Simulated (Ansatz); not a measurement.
Geometry optimisation, Ansatz, RKS B3LYP-D4/def2-SVP.

Input file:

```yaml
crystal:
  periodic: [false, false, false]
  atoms:
    - { symbol: B, position_ang: [0.0, 0.0, 0.0] }
    - { symbol: "N", position_ang: [0.0, 0.0, 1.9] }
    - { symbol: H, position_ang: [-0.877, -0.2713, 2.43] }
    - { symbol: H, position_ang: [0.877, 0.2713, 2.43] }
    - { symbol: F, position_ang: [1.1431, 0.0, -0.66] }
    - { symbol: Cl, position_ang: [-1.6108, 0.0, -0.93] }
    - { symbol: Br, position_ang: [-0.6808, 2.1137, 0.7379] }
    - { symbol: H, position_ang: [-0.3502, 1.0871, 1.8085] }
basis:
  gaussian: { orbitals: def2-SVP }
hamiltonian:
  xc: b3lyp
  dispersion: d4
relax:
  f_tol: 0.15
  max_steps: 25
  restrain:
    - { distance: [0, 6], at: 2.04, k: 30.0 }
    - { distance: [7, 1], at: 1.06, k: 30.0 }
    - { distance: [0, 1], at: 2.75, k: 30.0 }
    - { distance: [7, 6], at: 2.75, k: 30.0 }
```

Run as:

```bash
$ ansatz run input.yaml --threads 2 --pin off --max-ram 3072MiB --backend cpu --events-out ev --progress --plain --runs-dir out
```

Task: Where does it end, and by what steps?

Result: The run converged. The restraints hold the end off the free minimum. After 8 steps the energy has fallen by 3.320 eV (the restraints' own energy left out); Br7 moved furthest, 0.86 Å. Parted: Br7–H8 (1.52 → 2.76 Å).

| step | energy less start (eV) | largest force component (eV/Å) | accepted |
| --- | --- | --- | --- |
| 0 | 0.0000 | 5.857 | yes |
| 1 | -0.9103 | 3.089 | yes |
| 2 | -1.0507 | 3.386 | yes |
| 3 | -1.5314 | 2.826 | yes |
| 4 | -2.6877 | 2.855 | yes |
| 5 | -3.0984 | 4.390 | yes |
| 6 | -3.1626 | 1.457 | yes |
| 7 | -3.2989 | 0.942 | yes |
| 8 | -3.3203 | 0.832 | yes |

```xyz
8
Properties=species:S:1:pos:R:3
B -0.199 0.580 -0.488
N -0.038 0.028 2.184
H -0.767 -0.554 2.597
H 0.825 -0.130 2.701
F 1.022 0.180 -0.747
Cl -1.579 -0.430 -0.855
Br -0.455 2.508 0.005
H -0.308 1.019 2.319
```

Run time: 60 s on 2 threads of Arm Neoverse N1 (shared host), peak memory 0.26 GiB.
